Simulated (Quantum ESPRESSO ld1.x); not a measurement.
Question: Coherent X-ray form factor from a spherical all-electron density. Method: scalar-relativistic Kohn-Sham, LDA (Slater exchange, VWN5 correlation), spin-polarised, spherical densities, point nucleus; computed with ld1.x of Quantum ESPRESSO 7.5.

| sin(theta)/lambda (1/angstrom) | f0 (electrons) |
|---|---|
| 0.05 | 69.703 |
| 0.1 | 68.829 |
| 0.15 | 67.426 |
| 0.2 | 65.568 |
| 0.25 | 63.348 |
| 0.3 | 60.866 |
| 0.4 | 55.502 |
| 0.5 | 50.136 |
| 0.6 | 45.175 |
| 0.8 | 36.942 |
| 1 | 30.641 |
| 1.25 | 24.660 |
| 1.5 | 20.354 |
| 2 | 15.443 |

The species is in the configuration that NIST lists as its ground one. Which atom or ion scatters so?

Answer: The bismuth ion Bi13+, [Xe] 4f14 5d2. Extrapolating in s^2 from the first two rows gives f0(0) = 70.0, near the electron count 70; among species with that count, the fall with angle is slower the higher Z, and the table is that of Z = 83; from so few rows the species is fixed only to a neighbour or two.
